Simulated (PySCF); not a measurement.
Ligands exchanged one at a time, B CH3-OH. Isolated molecules, 0 K electronic values unless said otherwise. One relaxed conformer stands for each flexible species; it need not be the lowest. Strings in code marks are SMILES.

The numbers are results of PySCF with B3LYP-D3(BJ)/def2-TZVP // PBE0-D3(BJ)/def2-TZVP, not measurements. B3LYP has the VWN-RPA correlation part, as in Gaussian. Delta-SCF ions had no search for a lower state. Excitations are Tamm–Dancoff values on a coarser integration grid. The basis has no diffuse functions, so Rydberg states are missing or too high.

```json
[
 {"species": "0 of 3 CH3 replaced by OH (`CB(C)C`)", "vertical ionisation energy (Delta-SCF) (eV)": "10.63", "brightest of the four lowest singlets (TDA) (eV)": "7.86"},
 {"species": "1 of 3 CH3 replaced by OH", "vertical ionisation energy (Delta-SCF) (eV)": "10.65", "brightest of the four lowest singlets (TDA) (eV)": "7.54"},
 {"species": "2 of 3 CH3 replaced by OH (`CB(O)O` (O–B–O–H torsion 0°, O–B–O–H torsion 180°))", "vertical ionisation energy (Delta-SCF) (eV)": "11.75", "brightest of the four lowest singlets (TDA) (eV)": "8.26"},
 {"species": "3 of 3 CH3 replaced by OH (`OB(O)O`)", "vertical ionisation energy (Delta-SCF) (eV)": "___", "brightest of the four lowest singlets (TDA) (eV)": "–"}
]
```

**Question.** Some entries are withheld; supply them.

**Answer.** 
- 3 of 3 CH3 replaced by OH (`OB(O)O`), vertical ionisation energy (Delta-SCF) (eV): 11.80
